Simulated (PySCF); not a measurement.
## Ionisation energy of I⁺ by level of theory

I⁺ [Kr] 4d10 5s2 5p4 (3P) → I²⁺ [Kr] 4d10 5s2 5p3 (4S), as a difference of total energies. Calculation: PySCF 2.14, in x2c-TZVPPall; scalar relativity by spin-free X2C-1e. Correlated levels: valence: [Kr] 4d10 frozen; valence and next inner shell: [Ar] 3d10 frozen. The calculations carry no spin-orbit coupling.

Task: Order these methods by the ionisation energy they give, lowest first.
A. MP2 (valence)
B. ROHF
C. SCS-MP2 (valence and next inner shell)
D. M06-L

Result: B (17.634 eV), A (18.302 eV), C (18.434 eV), D (18.619 eV).

Errors of the correlated levels include the incompleteness of this basis and the frozen core.

For comparison: 18.750 eV (measured; NIST levels, between the centres of gravity of the two terms).
